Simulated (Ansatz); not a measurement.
C2H8AlBO2S, SMILES `[CH3][Al]([CH3])[S]B(O)O`, charge 0, multiplicity 1.

Problem. Give a relaxed structure at PBE0-D4/def2-TZVP (the Gaussian-basis code of Ansatz). (An estimate is asked.)

Solution. Computed: 
Cartesian coordinates in Å:
```
C -1.553 -0.832 -0.542
Al -0.523 0.529 0.421
C -1.370 1.942 1.453
S 1.668 0.547 0.385
B 2.232 -0.850 -0.693
O 1.431 -1.767 -1.289
O 3.565 -0.985 -0.914
H -1.377 -0.825 -1.623
H -1.371 -1.851 -0.181
H -2.621 -0.641 -0.398
H -0.650 2.525 2.032
H -1.902 2.634 0.791
H -2.115 1.536 2.143
H 0.496 -1.648 -1.109
H 4.088 -0.311 -0.476
```
This is one stationary point; other conformers may exist.
